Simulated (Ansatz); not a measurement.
(BeS)2 ring (Be2S2). The state is a triplet with charge 0. Geometry PBE0-D4/def2-TZVP, that of the neutral singlet; atoms count from 1.

```xyz
4

Be   -0.4962    0.6315    0.5497
S     1.3808    0.3414    0.8546
Be    0.4962   -0.6315   -0.5497
S    -1.3808   -0.3414   -0.8546
```

At PBE0-D4/def2-TZVP a singlet of charge 0 lies 2.53 eV below the triplet at the same geometry.

**Question.** Estimate the Mulliken populations from the PBE0/def2-TZVP orbitals of Ansatz.

**Answer.** 
```csv
atom,charge (e),spin (α − β)
Be1,-0.01,0.48
S2,0.01,0.52
Be3,-0.01,0.48
S4,0.01,0.52
```
Mulliken values and Mayer orders depend strongly on the basis.

**Question.** Where does the spin sit?

**Answer.** Summed by element: Be 0.95, S 1.05, of 2 unpaired in all. Largest on single atoms: S2 0.52, S4 0.52, Be1 0.48.

**Question.** And the Mayer bond orders between bonded heavy atoms (over 0.3)?

**Answer.** Be1–S2 1.08 (1.92 Å); Be1–Be3 0.52 (1.95 Å); Be1–S4 1.08 (1.92 Å); S2–Be3 1.08 (1.92 Å); Be3–S4 1.08 (1.92 Å).
